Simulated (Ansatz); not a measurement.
Geometry optimisation, RKS PBE/def2-SVP (Ansatz).

The input (input.yaml):

```yaml
crystal:
  periodic: [false, false, false]
  atoms:
    - { symbol: Al, position_ang: [0.291681, -0.079303, 0.025203] }
    - { symbol: O, position_ang: [0.973113, 0.066565, 1.616995] }
    - { symbol: H, position_ang: [0.548616, -0.148049, 2.467476] }
    - { symbol: H, position_ang: [1.63619, 0.461688, -0.510437] }
    - { symbol: O, position_ang: [-1.219245, -0.603321, -0.55494] }
    - { symbol: Si, position_ang: [-2.698428, -1.317335, -0.834916] }
    - { symbol: H, position_ang: [-2.873161, -2.523971, 0.051897] }
    - { symbol: H, position_ang: [-3.799945, -0.33604, -0.536771] }
    - { symbol: H, position_ang: [-2.786022, -1.761934, -2.269007] }
basis:
  gaussian: { orbitals: def2-SVP }
hamiltonian:
  xc: pbe
relax:
  f_tol: 0.03
  max_steps: 50
```

Run as:

```bash
$ ansatz run input.yaml --threads 2 --pin off --max-ram 3072MiB --backend cpu --events-out ev --progress --plain --runs-dir out
```

Where does it end, and by what steps?

The forces met the threshold. After 6 steps the energy has fallen by 0.489 eV; H4 moved furthest, 0.50 Å.

```json
{"step": "0", "energy less start (eV)": "0.0000", "largest force component (eV/Å)": "1.421", "accepted": "yes"}
{"step": "1", "energy less start (eV)": "-0.3162", "largest force component (eV/Å)": "0.966", "accepted": "yes"}
{"step": "2", "energy less start (eV)": "-0.4562", "largest force component (eV/Å)": "0.537", "accepted": "yes"}
{"step": "3", "energy less start (eV)": "-0.4431", "largest force component (eV/Å)": "0.685", "accepted": "no"}
{"step": "4", "energy less start (eV)": "-0.4767", "largest force component (eV/Å)": "0.161", "accepted": "yes"}
{"step": "5", "energy less start (eV)": "-0.4875", "largest force component (eV/Å)": "0.088", "accepted": "yes"}
{"step": "6", "energy less start (eV)": "-0.4887", "largest force component (eV/Å)": "0.019", "accepted": "yes"}
```

```xyz
9
Properties=species:S:1:pos:R:3
Al 0.404 -0.049 0.087
O 0.864 0.036 1.735
H 0.301 -0.247 2.472
H 1.455 0.460 -0.973
O -1.121 -0.654 -0.398
Si -2.605 -1.295 -0.778
H -2.880 -2.517 0.060
H -3.692 -0.284 -0.520
H -2.653 -1.692 -2.230
```

Whether the end is a true minimum wasn't checked by a vibrational analysis.

The run took 10 s on 2 threads of Arm Neoverse V2, on a shared host, peak memory 0.12 GiB.
